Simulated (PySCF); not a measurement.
C₅H₄F₂S.
Bonds: F1–C2, C2–C3, C3–C4 (aromatic), C4–C5 (aromatic), C5–C6 (aromatic), C6–F7, C6–S8 (aromatic), C3–S8 (aromatic). Hydrogens: H9, H10 on C2; H11 on C4; H12 on C5.

Computed geometry: GFN2-xTB, gas phase.

(1) List the bond lengths, angles and torsions at this level.

Answers

(1) 
| bond | length (pm) | order |
| --- | --- | --- |
| F1–C2 | 136.8 | single |
| C2–C3 | 149.3 | single |
| C3–C4 | 135.7 | aromatic |
| C4–C5 | 141.6 | aromatic |
| C5–C6 | 135.3 | aromatic |
| C6–F7 | 133.2 | single |
| C6–S8 | 173.4 | aromatic |
| C3–S8 | 173.7 | aromatic |
| C2–H9, C2–H10 | 109.8 | single |
| C4–H11 | 107.4 | single |
| C5–H12 | 107.4 | single |

Bonds in one row agree within 1 pm and their mean is given. Orders are formal, as drawn. A selection of angles:
| angle | degrees |
| --- | --- |
| F1–C2–C3 | 110.5 |
| C2–C3–C4 | 128.4 |
| C2–C3–S8 | 119.5 |
| C4–C3–S8 | 112.2 |
| C3–C4–C5 | 113.3 |
| C4–C5–C6 | 111.3 |
| C5–C6–F7 | 126.8 |
| C5–C6–S8 | 113.7 |
| F7–C6–S8 | 119.5 |
| C3–S8–C6 | 89.6 |

Dihedral angles: F1–C2–C3–C4 0° (synperiplanar).

The 2 C–F bonds span 1.332 Å (C6–F7, drawn single) to 1.368 Å (F1–C2, drawn single), a spread of 0.036 Å. The 4 C–C bonds span 1.353 Å (C5–C6, aromatic) to 1.493 Å (C2–C3, drawn single), a spread of 0.140 Å. The 5-membered ring C3–C4–C5–C6–S8 has internal angles of 89.6° to 113.7° (sum 540°, against 540° for a flat polygon); it is planar, 0.00 Å rms from its mean plane, widest ring torsion 0°. The 8 heavy atoms lie in one plane (0.000 Å rms). S8 (thiophene-type sulfur) is bent (angle 89.6°). Of the pairs four or more bonds apart, F1···H11 is among the closest relative to their van der Waals radii: 2.60 Å, 97 % of the sum of Bondi's values.

Point group: Cs (every atom within 0.08 Å of its image). No GFN2-xTB frequencies stand behind this structure, so it isn't proved a minimum. The numbers are those of one conformer.
